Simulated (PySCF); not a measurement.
C₆H₁₁N₃OSi.
Geometry (GFN2-xTB, Å), atoms numbered from 1 in this order:
```
atom  x, y, z in Å
C1     4.069    0.572    0.660
C2     3.214   -0.031   -0.419
O3     3.655   -0.526   -1.433
C4     1.774    0.027   -0.152
C5     0.721   -0.429   -0.928
N6    -0.391   -0.134   -0.233
Si7   -2.122   -0.402   -0.568
C8    -2.751   -1.491    0.846
C9    -2.907    1.321   -0.606
N10   -0.033    0.475    0.912
N11    1.228    0.573    0.968
H12    3.874    0.060    1.599
H13    5.120    0.492    0.397
H14    3.793    1.615    0.795
H15    0.700   -0.920   -1.876
H16   -2.114   -1.074   -1.873
H17   -3.800   -1.740    0.717
H18   -2.195   -2.423    0.908
H19   -2.643   -0.982    1.800
H20   -3.966    1.267   -0.837
H21   -2.438    1.957   -1.351
H22   -2.799    1.813    0.358
```

Computed at PBE0/pcSseg-1 (PySCF, non-relativistic), with Q(17O) = −0.0256 b, Q(14N) = 0.02044 b: O3, 17O (I = 5/2): χzz = 11.91 MHz, η = 0.396; N6, 14N (I = 1): χzz = 2.288 MHz, η = 0.311; N10, 14N (I = 1): χzz = -5.109 MHz, η = 0.583; N11, 14N (I = 1): χzz = -5.348 MHz, η = 0.066.

Problem. Where would the pure quadrupole (NQR) lines of 17O at O3 fall for the rigid, isolated species?

Solution. From the eigenvalues of H = χ/[4I(2I − 1)] × [3Iz² − I(I + 1) + η(Ix² − Iy²)], steps between neighbouring levels, labelled as for η = 0: ±1/2↔±3/2 2.070 MHz, ±3/2↔±5/2 3.472 MHz (ketone oxygen).

Problem. Find the zero-field quadrupole resonance frequencies of 14N at N6.

Solution. From ν± = (3/4)|χ|(1 ± η/3) and ν0 = |χ|η/2: ν+ 1.894 MHz, ν− 1.538 MHz, ν0 0.356 MHz (pyrrole-type nitrogen).

Problem. Where would the pure quadrupole (NQR) lines of 14N at N10 fall for the rigid, isolated species?

Solution. From ν± = (3/4)|χ|(1 ± η/3) and ν0 = |χ|η/2: ν+ 4.576 MHz, ν− 3.087 MHz, ν0 1.489 MHz (pyridine-type nitrogen).

Problem. Where would the pure quadrupole (NQR) lines of 14N at N11 fall for the rigid, isolated species?

Solution. From ν± = (3/4)|χ|(1 ± η/3) and ν0 = |χ|η/2: ν+ 4.099 MHz, ν− 3.922 MHz, ν0 0.178 MHz (pyridine-type nitrogen).

In a crystal, neighbours and librations shift these lines. GFN2-xTB bond lengths can be off by several hundredths of an ångström, more for odd bonds, and the gradients follow them. A larger basis could move these couplings by a tenth or more.

These values come from a run that also computed NMR shieldings. The run took 58 s wall (grids of density and orbitals included) on one thread of an x86-64 server, no GPU, shared host.

One conformer stands for the species.
